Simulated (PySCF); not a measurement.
# Correlation energy of Cl+ (chlorine, charge +1)

[Ne] 3s2 3p4, high-spin 3P determinant. All numbers are calculated (PySCF 2.14, the non-relativistic Hamiltonian (point nucleus), in dyall-acv3z). Frozen: [Ne]; 6 electrons correlated; the 31 highest virtual orbitals of each spin left out.

MP2 pair energies summed by pair of shells (mhartree):

```tsv
pair	energy	share (%)
3s-3p	-59.73	46.1
3p-3p	-59.65	46.0
3s-3s	-10.24	7.9
```

Total MP2 correlation energy: -129.62 mhartree.

Same-spin part -29.39 and opposite-spin part -100.23 mhartree; SCS-MP2 scales them by 1/3 and 6/5 to -130.07 mhartree.
